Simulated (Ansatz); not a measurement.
Basis-set extrapolation for C₃H₆FNSi, SMILES `C#CN(C)[SiH2]F` (PBE0-D4/def2-TZVP geometry, frozen core, Ansatz). Multiplicity 1, RHF reference.

```json
{"": "HF", "def2-TZVPP": "-560.057346", "def2-QZVPP": "-560.079388"}
{"": "MP2 correlation", "def2-TZVPP": "-1.049303", "def2-QZVPP": "-1.128069"}
{"": "CCSD(T) correlation", "def2-TZVPP": "-1.128160", "def2-QZVPP": "not run"}
```

Energies in hartree. Use E(X) = E(∞) + A·exp(−7.88·√X) for Hartree–Fock and E(X) = E(∞) + B·X^(−2.97) for correlation, with X = 3 and 4, and add CCSD(T) minus MP2 of the smaller set to the MP2 limit.

Q: What is the CCSD(T) energy at the basis-set limit?

A: HF limit: -560.079388 + (-0.022042) × 0.13774 = -560.08242. MP2 limit: -1.128069 + (-0.078766) × 0.74074 = -1.18641. Higher-order term: -1.128160 − (-1.049303) = -0.07886. Total: -561.34769 hartree, 425.8 kJ/mol below CCSD(T)/def2-TZVPP.
